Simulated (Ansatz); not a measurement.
Ideal-gas functions of CH4BrFSi, SMILES `FC[SiH2]Br` at 800 K and 1 bar, from an Ansatz frequency run at PBE0-D4/def2-TZVP.

Molar mass 143.03 g/mol, point group Cs (symmetry number 1), electronic degeneracy 1, moments of inertia 36.925, 409.633, 437.409 u Å². Harmonic wavenumbers (cm⁻¹, unscaled): 79, 112, 252, 448, 479, 631, 718, 822, 861, 947, 1064, 1239, 1314, 1460, 2252, 2264, 3052, 3109.

Use S(trans) = R[1.5 ln M + 2.5 ln T − 1.1517]; rotational temperatures θ = 24.2544 K / I; S(rot) = R[ln(√π/σ · √(T³/θAθBθC)) + 1.5]; for each mode x = 1.438777 ν̃/T, S = R[x/(eˣ − 1) − ln(1 − e⁻ˣ)] and H = RT x/(eˣ − 1); 1 cm⁻¹ = 0.0119627 kJ/mol; R = 8.31446 J/(mol·K).

**Question.** By hand: the entropy, in J/(mol·K).

**Answer.** Translation 191.3. Rotation: θ = 0.6569, 0.0592, 0.0555 K, giving 126.1. Vibration, mode by mode: 24.55, 21.65, 14.97, 10.33, 9.81, 7.70, 6.74, 5.78, 5.46, 4.82, 4.08, 3.18, 2.86, 2.33, 0.74, 0.73, 0.22, 0.21, in all 126.2. Electronic 0.0. Sum 443.6 J/(mol·K).

**Question.** By hand: H − E and G − E in kJ/mol, counted from the electronic energy.

**Answer.** Zero-point energy ½ × 21103 × 0.0119627 = 126.2; thermal vibration 49.2; translation, rotation and pV give 4 RT = 26.6. H − E = 202.0 kJ/mol, and G − E = 202.0 − 800 × 443.6/1000 = -152.9 kJ/mol.

Vibration gives 28 % of the entropy, 46.2 J/(mol·K) of it from the modes under 150 cm⁻¹: soft modes count most, and the harmonic formula is weakest for them. The sum counts one conformer and one mirror image; others add a mixing term.
